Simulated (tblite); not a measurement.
GaI$_{3}$, triplet, geometry from GFN2-xTB (such geometries of metal compounds can be far from the true shape) (a higher spin typed on purpose: for a closed-shell molecule this is an excited state); tblite with GFN1-xTB.

Input for tblite:
```
$ tblite run mol.xyz --method gfn1 --charge 0 --spin 2 --etemp 2000 --json tblite.json --no-restart

# file mol.xyz
4

Ga     0.31979450    -0.42253998    -0.80169013
I     -2.10231891    -1.34581990     0.09531012
I     -0.05096154     2.28786116    -1.00157590
I      1.96623084    -0.69489523     1.37517888
```

### Question
Predict the main parts of the log of this tblite run.

### Answer

```
xTB calculator
 | screened Coulomb repulsion
 | Coulomb electrostatics
 |  * isotropic Klopman-Ohno-Mataga-Nishimoto electrostatics
 |  * onsite third-order electrostatics
 | DFT-D3(BJ) dispersion correction

halogen bonding energy    0.0000000000000E+00 Eh
repulsion energy          7.8792515969774E-03 Eh
dispersion energy        -2.5069873616260E-03 Eh
number of electrons       2.4000000000000E+01 e
integral cutoff           4.0000000000000E+01 bohr

------------------------------------------------------------
  cycle        total energy    energy error   density error
------------------------------------------------------------
      1     -13.26860173142  -1.3273974E+01   2.1708045E-01
      2     -13.26886023605  -2.5850463E-04   1.2861632E-01
      3     -13.26886064738  -4.1132086E-07   4.4825627E-03
      4     -13.26886211337  -1.4659917E-06   4.5655495E-04
      5     -13.26886211304   3.2995828E-10   5.5895491E-05
      6     -13.26886211285   1.8504487E-10   1.8852970E-05
------------------------------------------------------------

electronic energy        -1.3274234377088E+01 Eh
total energy             -1.3268862112853E+01 Eh

Post processing:
 | Mayer-Wiberg bond orders

[Info] JSON dump of results written to 'tblite.json'
```
